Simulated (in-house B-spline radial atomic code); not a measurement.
Ionising Ge8+ with different functionals

Computed with a B-spline radial code for spherical atoms: scalar-relativistic (spin-free X2C) Hamiltonian, Fermi nucleus of rms radius 4.0742 fm, spin-polarised at highest spin, spherical fractional occupations for the functionals, the average over the highest-spin determinants for Hartree-Fock. The ionisation energy is the difference of two self-consistent energies, [Ar] 3d6 → [Ar] 3d5, without Breit or QED terms; ε is the level of the shell that loses the electron (its least bound occupied spin orbital). There is no spin-orbit coupling in this Hamiltonian.

Hybrids are left out here: with spherical fractional occupations of an open shell their exact exchange keeps a self-interaction that integer-occupation calculations don't have.

```
           method          rung  ΔSCF (eV)  -ε(3d) (eV)
     Hartree-Fock  Hartree-Fock          ?            ?
         LDA VWN5           LDA     208.68       192.39
         LDA PW92           LDA     208.67       192.38
LDA exchange-only           LDA     205.92       189.74
              PBE           GGA     208.15       191.91
           PBEsol           GGA     208.11       191.86
             BLYP           GGA     208.12       191.84
             RPBE           GGA     208.00       191.77
             PW91           GGA     208.40       192.14
             BP86           GGA     208.38       192.10
             AM05           GGA     208.16       191.92
             OLYP           GGA     208.42       192.25
             TPSS      meta-GGA     207.78       191.60
             SCAN      meta-GGA     206.70       190.83
           r2SCAN      meta-GGA          ?            ?
          revTPSS      meta-GGA     207.40       191.29
```

(1) What does r2SCAN give?

(2) What does Hartree-Fock give?

(3) How do they compare with the NIST value?

Answers

(1) ΔSCF 206.80 eV, and -ε(3d) = 190.95 eV.

(2) ΔSCF 205.63 eV, and -ε(3d) = 208.39 eV.

(3) NIST lists 212 eV ± 2.1 (tabulated theory, ground level to ground level). Errors run from -6.87 to -3.82 eV. The correlated functionals all miss on the same side by more than they spread, so the cause is common to them (spin-orbit coupling, Breit-QED terms, multiplet and fine-structure energies, or a listed next ion that isn't the cheapest removal here) and closeness doesn't rank the functionals. Hartree-Fock also lacks correlation.
